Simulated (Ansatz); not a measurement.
Frontier orbitals of C₄H₆BCl, SMILES `B/C=C(\Cl)C=C`.

```xyz
12

B    -0.514    0.138    2.525
C     0.222    0.284    1.195
C    -0.204   -0.100   -0.030
Cl   -1.738   -0.855   -0.255
C     0.592    0.094   -1.229
C     0.250   -0.253   -2.468
H    -1.597   -0.361    2.585
H     0.007    0.532    3.527
H     1.209    0.745    1.176
H     1.550    0.571   -1.046
H    -0.697   -0.731   -2.683
H     0.920   -0.064   -3.298
```

Charge 0, multiplicity 1. Geometry: relaxed with PBE0-D4/def2-TZVP. It is one conformer, not always the lowest. Basis def2-TZVPP, the Gaussian-basis code of Ansatz.

Orbital energies of one run (eV). Highest occupied ones, from the top: -6.48, -7.41, -7.54, -7.76, -8.18, -9.33, -9.78, -10.37, -10.84, -12.17, -12.34, -13.67, -15.54, -18.61. Empty: -3.43, -0.88, -0.16, 0.61, 0.98, 1.38.

Q: Which functional gave them?
A. ωB97X-V
B. revPBE
C. ωB97M-V
D. HSE06 (plane-wave form)

A: B. HOMO energies: revPBE -6.48, HSE06 -7.10, ωB97X-V -9.59, ωB97M-V -9.51 eV.
